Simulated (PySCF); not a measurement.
PySCF input for CH7GaOP2, SMILES C[O][Ga]([PH2])[PH2], IEF-PCM-ωB97X/def2-SVP. Geometry: B3LYP-D3(BJ)/def2-SVP. One conformer was computed; it need not be the lowest.

```python
import numpy as np
from pyscf import gto, scf, dft
from pyscf.solvent import pcm

mol = gto.M(
    atom='''
    Ga    0.07854066   -0.01895208    0.10796305
    O    -0.73009267   -1.47935884   -0.55846117
    C    -1.70185173   -1.51846739   -1.56898840
    H    -1.90228504   -0.53011282   -2.02988901
    H    -1.38312337   -2.19910588   -2.38005565
    H    -2.66233810   -1.89985375   -1.17416209
    P     1.76596328   -0.54666015    1.62996919
    H     0.93828175   -1.48981175    2.31359272
    H     1.43469804    0.53669044    2.50263290
    P    -0.47567077    2.04793372   -0.85844882
    H    -0.28694765    2.74878658    0.37297749
    H    -1.87558210    1.84749307   -0.64313664
    ''',
    basis='def2-SVP',
    charge=0,
    spin=0,
    max_memory=1600,
    verbose=3,
)
mf = dft.RKS(mol, xc='wb97x').density_fit(auxbasis='def2-universal-jkfit')
mf.grids.level = 3
mf.conv_tol = 1e-9
mf.max_cycle = 100
mf.kernel()
res = {}
for name, eps in {'water': 78.355, 'dimethylsulfoxide': 46.826, 'diethylether': 4.24}.items():
    s = mf.PCM()
    s.with_solvent.method, s.with_solvent.eps, s.with_solvent.lebedev_order = 'IEF-PCM', eps, 17
    s.kernel(mf.make_rdm1())
    res[name] = (s.e_tot, eps, s.dip_moment(), s.mo_energy, s.converged)
    print(f'{name}: electrostatic solvation free energy {(s.e_tot - mf.e_tot) * 627.509474:.3f} kcal/mol')
```

Output:

```
converged SCF energy = -2724.59570591645

WARN: PCM is an experimental feature. It is still in testing.
Features and APIs may be changed in the future.

converged SCF energy = -2724.60476602235
Dipole moment(X, Y, Z, Debye): -1.92737,  1.30922,  0.99112
water: electrostatic solvation free energy -5.685 kcal/mol

WARN: PCM is an experimental feature. It is still in testing.
Features and APIs may be changed in the future.

converged SCF energy = -2724.60461941891
Dipole moment(X, Y, Z, Debye): -1.91697,  1.30005,  0.98402
dimethylsulfoxide: electrostatic solvation free energy -5.593 kcal/mol

WARN: PCM is an experimental feature. It is still in testing.
Features and APIs may be changed in the future.

converged SCF energy = -2724.60158838478
Dipole moment(X, Y, Z, Debye): -1.71518,  1.12762,  0.85114
diethylether: electrostatic solvation free energy -3.691 kcal/mol
```

The calculation finished and met its thresholds.

Cost: roughly 90 core-seconds.
